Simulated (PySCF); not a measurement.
C₃H₁₁NOSi₂.
Atom-mapped SMILES: `[NH2:1][CH2:2][Si@H:3]1[CH2:4][CH2:5][SiH2:6][O:7]1` (hydrogens: H8, H9 on N1; H10, H11 on C2; H12 on Si3; H13, H14 on C4; H15, H16 on C5; H17, H18 on Si6)

The same species was optimised twice, with GFN2-xTB and with PBE0-D3(BJ)/def2-SVP (PySCF), and the same property calculations (PySCF, gas phase) were run on both structures.

| coordinate | GFN2-xTB | PBE0-D3(BJ)/def2-SVP | change |
| --- | --- | --- | --- |
| Si3–O7 (Å) | 1.644 | 1.691 | +0.047 |
| Si6–O7 (Å) | 1.640 | 1.679 | +0.039 |
| C2–Si3 (Å) | 1.911 | 1.884 | -0.027 |
| C5–Si6 (Å) | 1.908 | 1.896 | -0.012 |
| Si3–C4 (Å) | 1.907 | 1.899 | -0.008 |
| C4–C5 (Å) | 1.538 | 1.546 | +0.008 |
| N1–C2 (Å) | 1.464 | 1.464 | 0.000 |
| Si3–O7–Si6 (°) | 119.7 | 115.3 | -4.4 |
| C5–Si6–O7 (°) | 98.5 | 100.2 | +1.7 |
| N1–C2–Si3 (°) | 113.6 | 112.3 | -1.3 |
| C4–C5–Si6 (°) | 107.9 | 106.7 | -1.2 |
| C4–Si3–O7 (°) | 99.0 | 99.9 | +0.9 |
| C2–Si3–O7 (°) | 107.5 | 106.5 | -1.0 |
| Si3–C4–C5 (°) | 107.7 | 106.8 | -0.9 |
| C2–Si3–C4 (°) | 116.7 | 117.4 | +0.7 |
| N1–C2–Si3–C4 (°) | -159 | -163 | -4 |

Rotational constants: A = 3067, B = 1242, C = 1030 MHz (GFN2-xTB) against A = 3045, B = 1249, C = 1041 MHz (PBE0-D3(BJ)/def2-SVP). Point groups within 0.08 Å: C1 and C1.

On the GFN2-xTB structure: isotropic polarisability (au) 93.2 [CAM-B3LYP/def2-SVPD]; HOMO (eV) -7.80 [CAM-B3LYP/def2-SVPD]; LUMO (eV) 1.03 [CAM-B3LYP/def2-SVPD]; dipole (D) 2.05 [CAM-B3LYP/def2-SVPD]; HOMO (eV) -6.29 [PBE0/pcSseg-1]; LUMO (eV) 0.44 [PBE0/pcSseg-1]; dipole (D) 2.02 [PBE0/pcSseg-1]; GIAO shielding of N1 (ppm) 251.2 [PBE0/pcSseg-1]; GIAO shielding of C2 (ppm) 151.9 [PBE0/pcSseg-1]; GIAO shielding of Si3 (ppm) 338.2 [PBE0/pcSseg-1]; GIAO shielding of C4 (ppm) 179.1 [PBE0/pcSseg-1]; GIAO shielding of C5 (ppm) 178.1 [PBE0/pcSseg-1]; GIAO shielding of Si6 (ppm) 352.7 [PBE0/pcSseg-1]; GIAO shielding of O7 (ppm) 297.7 [PBE0/pcSseg-1].

Q: What do these properties become on the PBE0-D3(BJ)/def2-SVP structure?

A: 
```csv
property,level,on GFN2-xTB,on PBE0-D3(BJ)/def2-SVP,change
isotropic polarisability (au),CAM-B3LYP/def2-SVPD,93.2,95.0,+1.8
HOMO (eV),CAM-B3LYP/def2-SVPD,-7.80,-7.87,-0.07
LUMO (eV),CAM-B3LYP/def2-SVPD,1.03,1.06,+0.03
dipole (D),CAM-B3LYP/def2-SVPD,2.05,2.12,+0.07
"energy, GFN2-xTB geometry as zero (kcal/mol)",CAM-B3LYP/def2-SVPD,0.0,-4.0,-4.0
HOMO (eV),PBE0/pcSseg-1,-6.29,-6.37,-0.08
LUMO (eV),PBE0/pcSseg-1,0.44,0.48,+0.04
dipole (D),PBE0/pcSseg-1,2.02,2.08,+0.06
"energy, GFN2-xTB geometry as zero (kcal/mol)",PBE0/pcSseg-1,0.0,-3.7,-3.7
GIAO shielding of N1 (ppm),PBE0/pcSseg-1,251.2,252.7,+1.5
GIAO shielding of C2 (ppm),PBE0/pcSseg-1,151.9,152.7,+0.8
GIAO shielding of Si3 (ppm),PBE0/pcSseg-1,338.2,335.6,-2.6
GIAO shielding of C4 (ppm),PBE0/pcSseg-1,179.1,176.9,-2.2
GIAO shielding of C5 (ppm),PBE0/pcSseg-1,178.1,176.7,-1.4
GIAO shielding of Si6 (ppm),PBE0/pcSseg-1,352.7,352.3,-0.4
GIAO shielding of O7 (ppm),PBE0/pcSseg-1,297.7,297.9,+0.2
```

The heavy atoms differ by 0.052 Å rms after alignment. Among bonds between heavy atoms Si3–O7 changes most (+0.047 Å). Changes are differences of the printed values. Neither structure is proved a minimum here.
